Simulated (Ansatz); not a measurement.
```yaml
crystal:
  periodic: [false, false, false]
  atoms:
    - {symbol: F, position_ang: [2.465030, -1.234836, 2.699997]}
    - {symbol: C, position_ang: [0.447378, -1.578943, 0.572202]}
    - {symbol: F, position_ang: [-1.977675, -2.796593, 1.735517]}
    - {symbol: C, position_ang: [-0.343858, 1.450787, -0.689485]}
    - {symbol: F, position_ang: [2.045990, 2.685162, -1.847705]}
    - {symbol: F, position_ang: [-1.413983, 3.218150, 1.366394]}
    - {symbol: F, position_ang: [-2.345230, 1.139636, -2.804765]}
    - {symbol: H, position_ang: [1.324968, -3.008767, -1.155135]}
basis:
  gaussian: {orbitals: STO-3G}
total_charge: -1
magnetization: {spin_polarized: true, initial_magnetization: 1}
hamiltonian: {xc: {name: r2SCAN50}, dispersion: d3bj}
scf: {lower_state_search: full}
output: {forces: true}
```

```sh
$ ansatz run in.yaml --threads 4 --pin off --events-out ev --progress --plain --max-ram 10444MiB
```

Shortened log:

```
Warning: the engine holds no damping parameters fitted to this dispersion correction and functional, so the run takes those fitted to r2scan50 beside the three-body term, which d3bj leaves out (hamiltonian.dispersion, under Limitations)
Functional definition: r2SCAN50
462 factors; integrals over basis functions are off by at most 1.8e-5 eV
mean field evaluation 1: about -15337.8510 eV, gradient 1.6e1 eV
mean field evaluation 2: about -15337.8239 eV, gradient 1.6e1 eV
mean field evaluation 4: about -15013.0835 eV, gradient 3.0e1 eV
mean field evaluation 8: about -15340.5278 eV, gradient 1.8e1 eV
mean field evaluation 16: about -15410.8704 eV, gradient 9.9e0 eV
mean field evaluation 32: about -15412.4379 eV, gradient 6.8e-5 eV
mean field -15412.43790343 eV, -566.3966460254 hartree, gradient 1.0e-7 eV, S^2 5.368674; 18 other end points of the search recorded, 0 dependent functions left out
reference -15412.43790648 eV, -566.3966461374 hartree; 30, 29 occupied and 6, 7 virtual orbitals, 462 factors
Total energy: -15412.46911298 eV, -566.3977929554 hartree
Atom 0 at     2.465030    -1.234836     2.699997 Å, force    -0.219827    -0.044555    -0.230151 eV/Å
Atom 1 at     0.447378    -1.578943     0.572202 Å, force     0.223098    -0.118677    -0.835640 eV/Å
Atom 2 at    -1.977675    -2.796593     1.735517 Å, force     0.267828     0.126872    -0.124281 eV/Å
Atom 3 at    -0.343858     1.450787    -0.689485 Å, force     0.106894    -0.428701     0.201922 eV/Å
Atom 4 at     2.045990     2.685162    -1.847705 Å, force    -0.224695    -0.109072     0.106120 eV/Å
Atom 5 at    -1.413983     3.218150     1.366394 Å, force     0.106824    -0.172866    -0.210974 eV/Å
Atom 6 at    -2.345230     1.139636    -2.804765 Å, force     0.184976     0.035119     0.195383 eV/Å
Atom 7 at     1.324968    -3.008767    -1.155135 Å, force    -0.445099     0.711880     0.897620 eV/Å
Dipole moment:    -0.377775     0.928071     0.237160 e Å
```

In this input the geometry is stretched to more than twice its size. The calculation finished and met its thresholds. The result belongs to that input, not to the molecule as meant.
